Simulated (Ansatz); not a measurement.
Input file for CH$_{6}$O$_{2}$Si, SMILES `C[SiH](O)O`:

```yaml
crystal:
  periodic: [false, false, false]
  atoms:
    - {symbol: C, position_ang: [-0.352781, 0.697197, 1.182453]}
    - {symbol: Si, position_ang: [0.292962, -0.218980, -0.285112]}
    - {symbol: O, position_ang: [-0.250409, -1.760187, -0.125803]}
    - {symbol: O, position_ang: [-0.269324, 0.447318, -1.684869]}
    - {symbol: H, position_ang: [0.004754, 1.729369, 1.184194]}
    - {symbol: H, position_ang: [-0.033760, 0.218943, 2.111235]}
    - {symbol: H, position_ang: [-1.445345, 0.713720, 1.165117]}
    - {symbol: H, position_ang: [1.784209, -0.194477, -0.360022]}
    - {symbol: H, position_ang: [-0.113467, -2.359213, -0.860455]}
    - {symbol: H, position_ang: [0.383161, 0.726320, -2.326738]}
basis:
  gaussian: {orbitals: def2-QZVPP}
correlation: {method: ccsd_t}
```

```sh
$ ansatz run in.yaml --threads 2 --pin off --events-out ev --progress --plain --max-ram 32768MiB --backend cuda --devices 0, --max-vram 18GiB
```

Log, shortened:

```
Functional definition: HF
2518 factors; integrals over basis functions are off by at most 9.7e-4 eV
mean field evaluation 1: about -13063.1081 eV, gradient 5.3e1 eV
mean field evaluation 2: about -13063.2025 eV, gradient 5.3e1 eV
mean field evaluation 4: about -13068.4231 eV, gradient 3.8e0 eV
mean field evaluation 8: about -13068.4782 eV, gradient 2.1e-1 eV
mean field -13068.47842591 eV, -480.2577240193 hartree, gradient 3.1e-6 eV, S^2 0.000000; 0 other end points of the search recorded, 0 dependent functions left out
8 core orbitals not correlated: weight in the atoms' cores, before any rotation towards them, 1.000 or more for the frozen orbitals, at most 0.000 for the correlated occupied ones
reference -13068.47842591 eV, -480.2577240193 hartree; 13, 13 occupied and 400, 400 virtual orbitals, 2518 factors
second order -23.02187247 eV of doubles, -0.00000000 eV of singles
cycle   1  -23.01708268 eV  change    4.8e-3 eV  update   9.1e-2
cycle   2  -23.49960506 eV  change   -4.8e-1 eV  update   2.6e-2
cycle   3  -23.60382735 eV  change   -1.0e-1 eV  update   1.3e-2
cycle   4  -23.59087496 eV  change    1.3e-2 eV  update   2.6e-3
cycle   5  -23.59021146 eV  change    6.6e-4 eV  update   1.2e-3
cycle   6  -23.59076587 eV  change   -5.5e-4 eV  update   3.3e-4
cycle   7  -23.59059506 eV  change    1.7e-4 eV  update   1.4e-4
cycle   8  -23.59053660 eV  change    5.8e-5 eV  update   3.8e-5
cycle   9  -23.59054998 eV  change   -1.3e-5 eV  update   1.4e-5
perturbative correction -0.87818091 eV, -0.0322725533 hartree
Total energy: -13092.94715680 eV, -481.1569332940 hartree
```

Run time 25 s (2 threads of an AMD EPYC 7R13 on a shared host and a share of an NVIDIA H100 80 GB); peak host memory 2 GiB.

Correlation energy per correlated electron: -0.941 eV. T1 diagnostic: 0.0108.
